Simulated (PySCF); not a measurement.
# Be (beryllium, neutral) across methods

[He] 2s1 2p1, high-spin 3P determinant (an excited configuration). Calculation: PySCF 2.14, in ANO-RCC-VTZP (4s3p2d1f, 30 functions); scalar relativity by spin-free X2C-1e. The B2PLYP total includes its PT2 part (frozen core); its orbital energies are those of the SCF part.

| method | E (hartree) | mean ε 1s β (eV) | mean ε 2s α (eV) | mean ε 2p α (eV) | Σ⟨r²⟩ (bohr²) | ⟨S²⟩ |
| --- | --- | --- | --- | --- | --- | --- |
| UHF | -14.51597 | -128.58 | -10.787 | -6.682 | 18.26 | 2.000 |
| M06-2X | -14.5666 | -117.75 | -8.648 | -4.553 | 18.27 | 2.000 |
| r2SCANh | -14.5725 | -110.88 | -7.261 | -3.608 | 18.16 | 2.000 |
| B2PLYP | -14.5589 | -118.64 | -8.698 | -4.889 | 18.12 | 2.000 |
| PBE | -14.5462 | -106.48 | -6.590 | -3.105 | 18.25 | 2.000 |
| LDA | -14.3594 | -105.29 | -6.578 | -3.049 | 18.62 | 2.000 |
| r2SCAN | -14.5725 | -108.86 | -6.849 | -3.263 | 18.18 | 2.000 |
| BP86 | -14.5733 | -106.83 | -6.660 | -3.172 | 18.35 | 2.000 |

(1) Estimate the same row for PBE0.

Answers

(1) E (hartree) = -14.5543; mean ε 1s β (eV) = -112.19; mean ε 2s α (eV) = -7.725; mean ε 2p α (eV) = -4.053; Σ⟨r²⟩ (bohr²) = 18.19; ⟨S²⟩ = 2.000.
